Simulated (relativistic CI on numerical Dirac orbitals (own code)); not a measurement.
**Sensitivity of the levels of Co²²⁺ to α and to the nuclear radius**

These numbers are calculated, not measured: Dirac-Coulomb-Breit CI, KLI orbitals optimised for each configuration, derivatives by finite differences, unscaled Slater integrals, QED left out (own radial code, finite nucleus).

CI space (outside the closed core 1s2): 2s2.2p, 2s.2p2, 2p3, 2p2.3s, 2p2.3p, 2p2.3d, 2s2.3s, 2s2.3p. Levels of other configurations are missing.

With x = (α/α₀)² − 1 an excitation energy changes as ω = ω₀ + qx; K = 2q/ω₀ is the relative enhancement. Terms are leading LS components, so labels can repeat. The field-shift factor is F = δν/δ⟨r²⟩ for the transition from the lowest level.

Lowest level 2s2.2p 2P°_1/2.

| Level | ω₀ (cm⁻¹) | q (cm⁻¹) | F (GHz/fm²) |
| --- | --- | --- | --- |
| 2s2.2p 2P°_3/2 | 139233 | 142900 | -1.29 |
| 2s.2p2 4P_1/2 | 428240 | 86080 | -110 |
| 2s.2p2 4P_3/2 | 495319 | 172500 | -110 |
| 2s.2p2 4P_5/2 | 556669 | 219200 | -110 |
| 2s.2p2 2D_3/2 | 795658 | 188200 | -112 |
| 2s.2p2 2D_5/2 | 825203 | 248500 | -112 |
| 2s.2p2 2P_1/2 | 913130 | 130900 | -114 |
| 2s.2p2 2S_1/2 | 1059957 | 283800 | -114 |
| 2s.2p2 2P_3/2 | 1075214 | 279400 | -116 |
| 2p3 4S°_3/2 | 1345119 | 272400 | -227 |
| 2p3 2D°_3/2 | 1503092 | 285000 | -227 |
| 2p3 2D°_5/2 | 1540508 | 332000 | -228 |
| 2p3 2P°_1/2 | 1692135 | 330900 | -224 |

At this charge energies of transitions that change n are usually good to better than 1 %, and those within a shell (Δn = 0) to a few per cent.

Question: Which transition from the lowest level has the largest |K|?

Answer: 2s2.2p 2P°_3/2 at 139233 cm⁻¹, K = 2.05.
